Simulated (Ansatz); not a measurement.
The same path of CH4GaInO (8 atoms, charge 0, multiplicity 1) was run twice with different band settings. Lost on the way: C1–H5. Made: C1–Ga3, O2–H5.

Level of theory: Ansatz, RKS PBE0-D4/def2-SVP.

Relaxed end points:

```xyz
8
Properties=species:S:1:pos:R:3
C -0.603 0.955 -0.077
O 0.702 0.948 -0.552
Ga 1.603 -0.646 -0.379
In -0.809 -1.170 0.657
H -0.752 1.681 0.744
H -1.341 1.180 -0.869
H 3.089 -0.624 -0.922
H -1.888 -2.323 1.398
```

```xyz
8
Properties=species:S:1:pos:R:3
C -0.596 0.416 -0.434
O 0.445 1.373 -0.064
Ga 1.342 -0.539 -0.162
In -0.815 -1.198 0.998
H 0.237 1.793 0.776
H -1.191 0.830 -1.260
H 2.607 -0.279 -1.056
H -2.029 -2.396 1.202
```

Common settings: movable images 5; climbing image yes; optimiser quadratic models (default); start path through a guess of the saddle point; force threshold 0.05 eV/Å; iteration limit 60; end points relaxed.

| run | spring |
| --- | --- |
| 1 | 5.0 eV/Å² |
| 2 | 0.1 eV/Å² |

What does each run give, and how far can it be trusted?

Run 1: converged after 33 iterations, highest image 3.188 eV above the first end. Neighbouring images differ by up to 2.1 eV, so the band resolves the path poorly. A vibrational analysis at the climbing image gives one clearly imaginary mode, 1677i cm⁻¹: a first-order saddle point.
Run 2: converged after 34 iterations, highest image 3.210 eV above the first end. Neighbouring images differ by up to 1.7 eV, so the band resolves the path poorly. The order of the stationary point at the top wasn't checked.
The orbitals stay closed-shell, which can raise the energy where a bond breaks towards radicals; this wasn't checked here.
